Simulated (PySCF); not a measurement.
How methods differ on the interval between two levels of Rh²⁺

Rh²⁺ [Kr] 4d7 [4F9/2, M_J = 9/2] → Rh²⁺ [Kr] 4d6 5s1 [6D9/2, M_J = 9/2], as a difference of total energies. All numbers are calculated (PySCF 2.14, the two-component X2C-1e Hamiltonian, in x2c-TZVPall-2c (8s9p7d1f, 77 functions)). Correlated levels: [Ar] 3d10 frozen; the 6 highest virtual spinors dropped. "Screened" scales the spin-orbit matrix elements by Boettger's factors to mimic the two-electron term; Breit and QED terms are absent.

```
                    method  interval between two levels (cm⁻¹)
           GHF (spin-free)                               38394
          GMP2 (spin-free)                               39785
 GHF (screened spin-orbit)                               38891
GMP2 (screened spin-orbit)                               40313
```

The labels give the starting determinants; with spin-orbit coupling the two ends relaxed to ⟨J²⟩ = 24.76, ⟨L²⟩ = 12.16, ⟨S²⟩ = 3.71 and ⟨J²⟩ = 24.76, ⟨L²⟩ = 6.08, ⟨S²⟩ = 8.71.
